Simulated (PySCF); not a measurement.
Species: C3H7BrGeS.
SMILES with atom numbers: `[CH2:1]=[CH:2][Ge@@H:3]([Br:4])[S:5][CH3:6]` (hydrogens: H7, H8 on C1; H9 on C2; H10 on Ge3; H11, H12, H13 on C6)

Geometry (PBE0-D3(BJ)/def2-SVP, Å), atoms numbered from 1 in this order:
```
atom  x, y, z in Å
C1    -2.9620    0.3178    0.1180
C2    -1.9224    0.0874   -0.6880
Ge3   -0.1803   -0.3516    0.0042
Br4    0.4549   -2.4644   -0.7369
S5     1.2703    1.1142   -0.7857
C6     2.8477    0.2995   -0.3886
H7    -3.9514    0.5739   -0.2769
H8    -2.8774    0.2596    1.2090
H9    -2.0397    0.1461   -1.7759
H10   -0.1749   -0.4492    1.5400
H11    2.9137   -0.6793   -0.8834
H12    2.9856    0.1809    0.6951
H13    3.6377    0.9559   -0.7776
```

Computed, not measured: core-valence-separated Tamm–Dancoff BHandHLYP/aug-pcX-1 (pcseg-1 on H, def2-SVPD on Ge, def2-SVPD on S, def2-SVPD on Br) in PySCF, non-relativistic, gas phase, PBE0-D3(BJ)/def2-SVP geometry. BHandHLYP without relativity tends to put these K edges a few eV too low, so spacings mean more than positions.

The lowest roots of each edge with f over 0.003 (five at most, numbered afresh; weaker and dark ones are left out), with transition dipoles (au) in the frame of the coordinates:

```tsv
root	edge	E (eV)	μx	μy	μz
1	C	282.25	-0.0231	-0.0919	-0.0032
2	C	282.45	-0.0217	-0.0878	-0.0026
3	C	285.00	-0.0707	0.0346	-0.0140
4	C	285.73	-0.0534	0.0244	-0.0252
5	C	286.12	0.0283	0.0050	-0.0306
```

Question: What are the oscillator strengths?

Answer: f = (2/3) ΔE |μ|², with ΔE in hartree (27.2114 eV):

```tsv
root	ΔE (Eh)	|μ|² (au)	f	core hole on
1	10.3723	0.008989	0.062	C1
2	10.3798	0.008186	0.057	C2
3	10.4734	0.006392	0.045	C6
4	10.5002	0.004082	0.029	C2
5	10.5148	0.001762	0.012	C2
```

Question: Molecules are fixed in this frame and the field points along (1, 0, −1)/√2. What effective strengths 3 f cos²θ do the roots have (θ between field and μ)?

Answer: root 1 (C1): 0.004, root 2 (C2): 0.004, root 3 (C6): 0.034, root 4 (C2): 0.008, root 5 (C2): 0.037. Averaged over all orientations cos²θ is 1/3, which gives f back.

 Relativistic effects, spin–orbit coupling among them, are left out although an element past zinc is present.

Rough CPU time on one thread of a shared machine: about 60 s.

One conformer stands for the species.
